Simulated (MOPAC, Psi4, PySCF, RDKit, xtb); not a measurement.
Torsional profile of SMILES [SiH2](O)CC(C)C. Scanned: dihedral C1–C2–C4–Si5; all other coordinates were relaxed at GFN2-xTB.

Atom numbering (GFN2-xTB optimised geometry, Å):
```
18

C     -1.0997    -1.2134     0.4148
C     -0.8355    -0.0276    -0.5077
C     -2.0055     0.9541    -0.4444
C      0.4694     0.6781    -0.1414
Si     2.0271    -0.3873    -0.3104
O      3.2216     0.7178    -0.3903
H     -0.3197    -1.9629     0.3100
H     -1.1247    -0.8858     1.4521
H     -2.0562    -1.6758     0.1787
H     -0.7549    -0.4007    -1.5351
H     -2.9351     0.4656    -0.7298
H     -1.8406     1.7938    -1.1164
H     -2.1188     1.3419     0.5664
H      0.5840     1.5574    -0.7789
H      0.3880     1.0529     0.8813
H      2.0119    -1.1962    -1.5347
H      2.2523    -1.2707     0.8395
H      4.1366     0.4590    -0.4434
```

- PBE/def2-SVP // GFN2-xTB (Psi4)
- UFF // GFN2-xTB (RDKit)
- RKS-LDA (SVWN5)/6-31G* = PySCF with restricted LDA (SVWN5)/6-31G*, spherical d, density fitting // GFN2-xTB
- PM3, restricted, heats of formation // GFN2-xTB (MOPAC)
- GFN1-xTB // GFN2-xTB (xtb)
- PBE-D3(BJ)/def2-SVP // GFN2-xTB (Psi4)

Energies in eV, each method relative to its own lowest point.

| φ / ° | PBE/def2-SVP | UFF | RKS-LDA (SVWN5)/6-31G* | PM3 | GFN1-xTB | PBE-D3(BJ)/def2-SVP |
|---|---|---|---|---|---|---|
| -160 | 0.055 | 0.178 | 0.046 | 0.056 | 0.018 | 0.053 |
| -140 | 0.141 | 0.345 | 0.132 | 0.124 | 0.065 | 0.138 |
| -120 | 0.176 | 0.390 | 0.173 | 0.151 | 0.090 | 0.173 |
| -100 | 0.118 | 0.277 | 0.114 | 0.115 | 0.054 | 0.111 |
| -80 | 0.048 | 0.120 | 0.034 | 0.061 | 0.011 | 0.036 |
| -60 | 0.039 | 0.063 | 0.027 | 0.058 | 0.009 | 0.028 |
| -40 | 0.063 | 0.158 | 0.044 | 0.070 | 0.014 | 0.051 |
| -20 | 0.140 | 0.324 | 0.129 | 0.127 | 0.062 | 0.133 |
| 0 | 0.177 | 0.395 | 0.173 | 0.151 | 0.090 | 0.174 |
| 20 | 0.119 | 0.311 | 0.115 | 0.114 | 0.057 | 0.117 |
| 40 | 0.037 | 0.149 | 0.034 | 0.046 | 0.013 | 0.035 |
| 60 | 0.000 | 0.026 | 0.000 | 0.000 | 0.000 | 0.000 |
| 80 | 0.022 | 0.007 | 0.028 | 0.002 | 0.023 | 0.026 |
| 100 | 0.070 | 0.089 | 0.086 | 0.028 | 0.051 | 0.077 |
| 120 | 0.095 | 0.137 | 0.119 | 0.041 | 0.069 | 0.104 |
| 140 | 0.057 | 0.073 | 0.074 | 0.023 | 0.047 | 0.063 |
| 160 | 0.015 | 0.000 | 0.021 | 0.000 | 0.020 | 0.018 |
| 180 | 0.002 | 0.033 | 0.000 | 0.003 | 0.000 | 0.002 |

Root-mean-square difference from the PBE-D3(BJ)/def2-SVP profile, itself a level with limits, after the best constant shift (eV): PBE/def2-SVP 0.006, UFF 0.083, RKS-LDA (SVWN5)/6-31G* 0.006, PM3 0.024, GFN1-xTB 0.028.
